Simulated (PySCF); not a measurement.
An element was calculated at PBE0 (PySCF 2.14, spin-free X2C, a double-zeta basis, no spin-orbit coupling), in the ground configurations that NIST lists.

```
first ionisation energy  : 5.457 eV
second ionisation energy : 10.933 eV
third ionisation energy  : 23.097 eV
```

Problem. Which element is it?

Solution. Promethium (Pm, Z = 61), in cc-pVDZ-X2C. NIST lists 5.582, 10.938 ± 0.02, 22.44 ± 0.08 eV for these ionisation energies.
